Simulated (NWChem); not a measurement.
# hydronium (H3O cation); SMILES [OH3+]

Program: NWChem. Pople sets run with spherical d functions. Each level has its own optimisation; frequencies are unscaled.

```json
[
 {"level": "LDA (Slater exchange, VWN5)/def2-SVP", "r H–O (Å)": "0.994", "highest harmonic frequency (cm⁻¹)": "3586", "lowest (cm⁻¹)": "___", "zero-point energy (kcal/mol)": "20.5"},
 {"level": "BP86/def2-TZVP", "r H–O (Å)": "0.990", "highest harmonic frequency (cm⁻¹)": "3555", "lowest (cm⁻¹)": "830", "zero-point energy (kcal/mol)": "21.0"},
 {"level": "B3LYP/3-21G", "r H–O (Å)": "0.995", "highest harmonic frequency (cm⁻¹)": "3589", "lowest (cm⁻¹)": "481", "zero-point energy (kcal/mol)": "20.7"},
 {"level": "Hartree-Fock/STO-3G", "r H–O (Å)": "0.990", "highest harmonic frequency (cm⁻¹)": "4308", "lowest (cm⁻¹)": "847", "zero-point energy (kcal/mol)": "24.8"},
 {"level": "B3LYP/6-31G*", "r H–O (Å)": "0.989", "highest harmonic frequency (cm⁻¹)": "3597", "lowest (cm⁻¹)": "899", "zero-point energy (kcal/mol)": "21.5"}
]
```

**Question.** Some entries are withheld; supply them.

**Answer.** 
- LDA (Slater exchange, VWN5)/def2-SVP, lowest (cm⁻¹): 656
